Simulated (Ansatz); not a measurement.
```yaml
crystal:
  periodic: [false, false, false]
  atoms:
    - {symbol: Ge, position_ang: [-1.968407, 1.124797, 0.723922]}
    - {symbol: Ge, position_ang: [0.955360, -1.878194, -1.452307]}
    - {symbol: Ge, position_ang: [1.490539, 1.274433, 1.138421]}
    - {symbol: O, position_ang: [-0.007441, -1.760388, 0.140551]}
    - {symbol: O, position_ang: [0.750922, -0.118048, 1.990235]}
    - {symbol: O, position_ang: [-1.747452, 0.836503, 2.441060]}
    - {symbol: O, position_ang: [-2.082386, -0.233948, -0.381395]}
    - {symbol: O, position_ang: [0.177718, -3.206250, -0.436780]}
    - {symbol: O, position_ang: [-0.272684, 1.876925, 0.144433]}
    - {symbol: O, position_ang: [2.190279, 0.693764, -0.504644]}
    - {symbol: O, position_ang: [2.098988, 2.652851, 1.813159]}
    - {symbol: O, position_ang: [1.172737, 0.275902, -1.468679]}
    - {symbol: O, position_ang: [0.041804, -1.700740, -2.961165]}
    - {symbol: H, position_ang: [-0.204023, 2.855097, 0.212259]}
    - {symbol: H, position_ang: [-0.758218, -2.260958, -2.906559]}
    - {symbol: H, position_ang: [-1.459223, -0.985447, -0.127246]}
    - {symbol: H, position_ang: [-3.031287, 2.189378, 0.431894]}
    - {symbol: H, position_ang: [0.648944, -0.940514, 1.415850]}
    - {symbol: H, position_ang: [2.480807, -1.935610, -1.497102]}
    - {symbol: H, position_ang: [-0.871630, 0.367899, 2.557796]}
    - {symbol: H, position_ang: [0.394650, 0.872548, -1.273714]}
basis:
  gaussian: {orbitals: def2-TZVP}
magnetization: {spin_polarized: true, initial_magnetization: 2}
hamiltonian: {xc: pbe0, dispersion: d4}
scf: {omitted_lower_state_checks: [starts]}
output: {orbitals: {seedname: orbitals}}
```

```sh
$ ansatz run in.yaml --threads 4 --pin off --events-out ev --progress --plain --max-ram 6963MiB
```

Q: Does this run fit into the memory that it is given?

A: No. It has 502 basis functions, and Ansatz plans for 9 GiB where 7 GiB are given.
